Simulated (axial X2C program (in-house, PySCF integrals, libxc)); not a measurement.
**SiBr: cheaper levels and CCSD(T), 2c**

All values were computed with an in-house all-electron X2C program for linear molecules (integrals from PySCF). Two-component (2c) means X2C with spin–orbit coupling and atomic mean-field two-electron Coulomb and Gaunt terms. Basis: Br dyall-cv3z [8s9p6d4f1g], Si dyall-v3z [8s7p2d1f] (cores contracted in-house); Gaussian nuclei, density fitting, unrestricted open shells. Masses: Br 78.918 u, Si 27.977 u.

State: Ω = 1/2 (⟨Sz⟩ = -0.50, ⟨Lz⟩ = 1.00 at HF); fragments Br + Si.

```csv
level,Re (Å),ωe (cm⁻¹),De (eV)
PBE0,2.233,421.5,3.75
HF,2.251,413.4,2.29
MP2,2.233,427.5,3.61
CCSD,2.240,422.3,3.36
B3LYP,2.256,401.6,3.61
```

Correlated methods: 11 electrons correlated (number of frozen shells: Br 3 s, 2 p, 1 d; Si 2 s, 1 p), 183 virtual spin orbitals or spinors in MP2, 90 natural virtuals in coupled cluster.

CCSD(T), same Hamiltonian and basis:

Re = 2.242 Å, ωe = 420.6 cm⁻¹, De = 3.50 eV; T1 = 0.017 (Lee–Taylor normalisation).

Problem. Give the differences from CCSD(T) in the columns below.

Solution. 

```json
{"level": "PBE0", "ΔRe (Å)": "-0.009", "Δωe (cm⁻¹)": "1", "ΔDe (eV)": "0.25"}
{"level": "HF", "ΔRe (Å)": "0.009", "Δωe (cm⁻¹)": "-7", "ΔDe (eV)": "-1.21"}
{"level": "MP2", "ΔRe (Å)": "-0.009", "Δωe (cm⁻¹)": "7", "ΔDe (eV)": "0.11"}
{"level": "CCSD", "ΔRe (Å)": "-0.002", "Δωe (cm⁻¹)": "2", "ΔDe (eV)": "-0.14"}
{"level": "B3LYP", "ΔRe (Å)": "0.014", "Δωe (cm⁻¹)": "-19", "ΔDe (eV)": "0.11"}
```

One determinant describes the state; a PBE0 search over occupations chose it and may have missed a lower one. Dissociation energies refer to the lowest single-determinant-based atoms at the same level and basis. Density functionals use the spin component along the axis (collinear). Coupled cluster ran in a truncated set of natural virtual spinors; the MP2 energy of the rest was added. (T) has no such correction and the atoms are truncated less, which lowers De at CCSD(T) by a hundredth of an eV or more. In 2c an atomic determinant is not the ground J level, so De misses part of the atomic spin–orbit lowering. This holds for PBE0, MP2, CCSD, B3LYP, CCSD(T). Without a current term, density functionals place determinants with orbital angular momentum somewhat too high.
